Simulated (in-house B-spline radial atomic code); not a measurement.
Pd⁵⁺: [Kr] 4d5

Computed with a radial B-spline atomic code at the basis-set limit: non-relativistic LC-wPBE, spin-polarised, spherical fractional occupations, exact exchange averaged over the configuration, point nucleus.

Effective charges: Z_r = [3n² - l(l+1)]/(2<r>) from the radius, Z_e = n√(-2ε) from the energy, and Slater's rules. Values are occupation-weighted means over spin.

```json
{"shell": "1s", "electrons": "2", "ε (eV)": "-23520", "<r> (bohr)": "0.0331", "Z_r": "45.31", "Z_e": "41.58", "Slater": "45.70"}
{"shell": "2s", "electrons": "2", "ε (eV)": "-3439.6", "<r> (bohr)": "0.1438", "Z_r": "41.73", "Z_e": "31.80", "Slater": "41.85"}
{"shell": "2p", "electrons": "6", "ε (eV)": "-3200.3", "<r> (bohr)": "0.1229", "Z_r": "40.68", "Z_e": "30.67", "Slater": "41.85"}
{"shell": "3s", "electrons": "2", "ε (eV)": "-687.27", "<r> (bohr)": "0.3915", "Z_r": "34.48", "Z_e": "21.32", "Slater": "34.75"}
{"shell": "3p", "electrons": "6", "ε (eV)": "-591.69", "<r> (bohr)": "0.3839", "Z_r": "32.56", "Z_e": "19.78", "Slater": "34.75"}
{"shell": "3d", "electrons": "10", "ε (eV)": "-415.51", "<r> (bohr)": "0.3569", "Z_r": "29.42", "Z_e": "16.58", "Slater": "24.85"}
{"shell": "4s", "electrons": "2", "ε (eV)": "-160.58", "<r> (bohr)": "0.9533", "Z_r": "25.17", "Z_e": "13.74", "Slater": "18.25"}
{"shell": "4p", "electrons": "6", "ε (eV)": "-129.8", "<r> (bohr)": "1.012", "Z_r": "22.73", "Z_e": "12.35", "Slater": "18.25"}
{"shell": "4d", "electrons": "5", "ε (eV)": "-81.929", "<r> (bohr)": "1.189", "Z_r": "17.67", "Z_e": "9.82", "Slater": "8.60"}
```

The least bound orbital is 4d up at -81.93 eV, and it is also the most diffuse (<r> = 1.189 bohr).
